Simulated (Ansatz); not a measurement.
## A barrier at the coupled-cluster level

Start structure (BGeH₅F, doublet), relaxed at PBE0-D4/def2-TZVP:

```
8
angstrom
F -1.5818 -1.3743 -0.4663
B -0.6699 -0.5144 -0.9579
Ge 0.5665 0.4359 0.7948
H 0.3530 -0.9876 -1.4002
H -1.0594 0.5936 -1.2532
H -0.4213 1.1897 1.6952
H 1.5355 1.3674 0.0605
H 1.2775 -0.7101 1.5270
```

The step: BGeH₅F ([F][BH2][GeH3]) → BGeH₅F ([BH3][GeH2][F]); bonds formed: F1–Ge3, B2–H7; bonds broken: F1–B2, Ge3–H7. Ansatz 0.2.0; basis: def2-TZVPP and def2-QZVPP; cores frozen in the correlated methods; orbitals are unrestricted. Filled d shells of the heavier atoms are correlated. The def2 sets are not built for correlating such inner shells, so the correlated values are less sure here. Extrapolation: Hartree–Fock as exp(−7.88 √X), correlation as X^−2.97. Energies below are by CCSD(T) at an estimated basis limit (MP2 extrapolated from triple and quadruple zeta, plus CCSD(T) − MP2 in triple zeta).

Question: What are the electronic barrier and the energy of the step, from the start structure to the end structure? (An estimate is asked for; the value comes from the calculation.)

Answer: The calculation gives: Barrier 1.957 eV; step energy 0.534 eV (uphill); reverse barrier, their difference, 1.423 eV. Barrier and step energy count from the start structure, the reverse barrier from the end structure.

The saddle point: One imaginary mode of 560i cm⁻¹.
```tsv
pair	start (Å)	saddle (Å)	end (Å)
F1–Ge3	3.08	1.89	1.74
B2–H7	3.07	2.01	1.24
F1–B2	1.35	2.12	3.18
Ge3–H7	1.53	1.67	2.15
```

Zero-point energy (harmonic, PBE0-D4): ZPE is 1.223 eV at the start and 1.177 eV at the saddle, so the barrier goes from 1.957 to 1.910 eV.

First-order rate constant out of the start structure at 498 K by transition-state theory, with harmonic vibrational free energies alone and no tunnelling: ΔA‡ = 2.017 eV, so k = (kB T/h) exp(−ΔA‡/kB T) ≈ 10^-7 s⁻¹ (an order of magnitude at best: rotation, the number of equivalent paths and anharmonicity are left out).

No T1 diagnostic of these runs exceeds 0.017. ⟨S²⟩ of the unrestricted Hartree–Fock references: 0.76 to 0.78 (a pure state has 0.75).

Labels in which every atom is bracketed show which atoms are joined, not bond orders.

For scale, one of the runs: CCSD(T)/def2-TZVPP, 180 basis functions, launched by `ansatz run in.yaml --threads 4 --pin off --events-out ev --progress --plain --max-ram 9574MiB`. Time: 2.4 min of wall clock on 4 CPU threads of an Arm Neoverse V2; the host was shared. Peak host memory: 4.7 GiB.
